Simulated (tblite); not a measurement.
Isomers of C4H12NPSi2. Computed values, GFN2-xTB/tblite, gas phase, harmonic and unscaled. This tight-binding method is rough: wavenumbers can miss measured ones by several per cent, in bad cases by 10 to 20. Modes of hydrogen on phosphorus and silicon can be 10 to 20 % off. One conformer each.

Electronic energies: GFN2-xTB at the same geometries; isomer energies are rough at this level and their order can be wrong.

```
                  SMILES  electronic energy, lowest = 0 (kcal/mol)
 C#C[Si@@](N)(P)CC[SiH3]                                      33.4
 C=CN1C[SiH2][Si@H](P)C1                                      15.7
C=C(/C=N/[SiH2]P)C[SiH3]                                       0.0
```

How do GFN2-xTB zero-point energies change the relative energies?

```json
{"SMILES": "C=C(/C=N/[SiH2]P)C[SiH3]", "ZPE (kcal/mol)": "86.5", "of it from modes above 1550 cm⁻¹": "49.1", "electronic (kcal/mol)": "0.0", "with ZPE, lowest = 0 (kcal/mol)": "0.0", "lowest mode (cm⁻¹)": "33", "rings": "0"}
{"SMILES": "C=CN1C[SiH2][Si@H](P)C1", "ZPE (kcal/mol)": "91.2", "of it from modes above 1550 cm⁻¹": "48.8", "electronic (kcal/mol)": "15.7", "with ZPE, lowest = 0 (kcal/mol)": "20.5", "lowest mode (cm⁻¹)": "52", "rings": "1"}
{"SMILES": "C#C[Si@@](N)(P)CC[SiH3]", "ZPE (kcal/mol)": "88.6", "of it from modes above 1550 cm⁻¹": "51.1", "electronic (kcal/mol)": "33.4", "with ZPE, lowest = 0 (kcal/mol)": "35.6", "lowest mode (cm⁻¹)": "34", "rings": "0"}
```

The zero-point energies span 4.7 kcal/mol, from `C=C(/C=N/[SiH2]P)C[SiH3]` to `C=CN1C[SiH2][Si@H](P)C1`. The order is unchanged.

What do entropy and thermal enthalpy add at 298.15 K and 1 bar (rigid rotor, harmonic oscillator, one conformer each)?

```json
{"SMILES": "C=C(/C=N/[SiH2]P)C[SiH3]", "point group": "C1", "symmetry number": "1", "S (cal/(mol K))": "113.9", "H − H(0) (kcal/mol)": "8.70", "ZPE + H − H(0) − TS (kcal/mol)": "61.2"}
{"SMILES": "C=CN1C[SiH2][Si@H](P)C1", "point group": "C1", "symmetry number": "1", "S (cal/(mol K))": "105.2", "H − H(0) (kcal/mol)": "7.88", "ZPE + H − H(0) − TS (kcal/mol)": "67.7"}
{"SMILES": "C#C[Si@@](N)(P)CC[SiH3]", "point group": "C1", "symmetry number": "1", "S (cal/(mol K))": "118.7", "H − H(0) (kcal/mol)": "9.47", "ZPE + H − H(0) − TS (kcal/mol)": "62.7"}
```
